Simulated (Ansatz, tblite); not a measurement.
Spin states of Li2Al2⁺ (the lowest doublet isomer of a short search), each relaxed with PBE-D4/def2-TZVP in Ansatz. Electronic energies in the gas phase.

The xTB rows come from tblite. B3LYP takes the VWN-RPA correlation. HSE06 is defined as in plane-wave codes, on full-range PBE exchange. Correlated methods freeze 10 core orbitals; core or outer-core shells of Li are correlated, in sets that lack core-valence functions. Another isomer (doublet) lies 0.10 eV lower at PBE0-D4/def2-TZVP.

Doublet geometry (C2v within 0.1 Å):

```xyz
4

Al    1.2015   -1.0915   -0.3804
Al    0.8110    0.7074    1.2741
Li   -0.3673    1.2400   -1.4357
Li   -1.6452   -0.8559    0.5419
```

Quartet geometry (C2v within 0.1 Å):

```tsv
atom	x (Å)	y (Å)	z (Å)
Al1	-0.477	-1.500	0.252
Al2	0.933	0.266	-1.265
Li3	-1.830	0.939	-0.607
Li4	1.374	0.295	1.620
```

⟨S²⟩: doublet 0.76 at PBE0-D4/def2-TZVP (pure 0.75), quartet 3.76 at PBE0-D4/def2-TZVP (pure 3.75).

Run but left out: HF/6-31G, HF/def2-TZVP, HF/def2-TZVPP, MP2/def2-TZVP, MP2/def2-TZVPP, CCSD/def2-TZVPP, CCSD(T)/def2-TZVPP (doublet: ⟨S²⟩ 1.27 to 1.66, where a pure state has 0.75).

Only these spin states were relaxed. The quartet has other bonds than the doublet, so the gap mixes isomer and spin.

Estimate which spin state lies lowest at each of these levels, and by how much: GFN1-xTB; GFN2-xTB; PBE-D4/def2-TZVP; r2SCAN-D4/def2-TZVP; B3LYP-D4/6-31G; B3LYP-D4/def2-TZVP; PBE0-D4/def2-TZVP; r2SCAN0-D4/def2-TZVP; HSE06-D4/def2-TZVP; CAM-B3LYP-D4/def2-TZVP; B2PLYP/def2-TZVP; RPA@PBE/def2-TZVP.


```
                 level  quartet − doublet (kJ/mol)  lowest of these                                  remarks
              GFN1-xTB                       260.1          doublet                                        –
              GFN2-xTB                        49.9          doublet                                        –
      PBE-D4/def2-TZVP                        40.5          doublet                                        –
   r2SCAN-D4/def2-TZVP                        28.1          doublet  spin-contaminated (⟨S²⟩ 0.83) (doublet)
        B3LYP-D4/6-31G                        39.8          doublet                                        –
    B3LYP-D4/def2-TZVP                        42.0          doublet                                        –
     PBE0-D4/def2-TZVP                        32.5          doublet                                        –
  r2SCAN0-D4/def2-TZVP                        23.6          doublet  spin-contaminated (⟨S²⟩ 1.00) (doublet)
    HSE06-D4/def2-TZVP                        33.2          doublet                                        –
CAM-B3LYP-D4/def2-TZVP                        34.9          doublet                                        –
      B2PLYP/def2-TZVP                        39.0          doublet  spin-contaminated (⟨S²⟩ 0.88) (doublet)
     RPA@PBE/def2-TZVP                        31.7          doublet                                        –
```

Change of the quartet − doublet gap on mixing in exact exchange, in kJ/mol: PBE to PBE0 (25 % exact exchange) -8.0; r2SCAN to r2SCAN0 (25 % exact exchange) -4.4. The xTB methods have no spin-polarisation term.
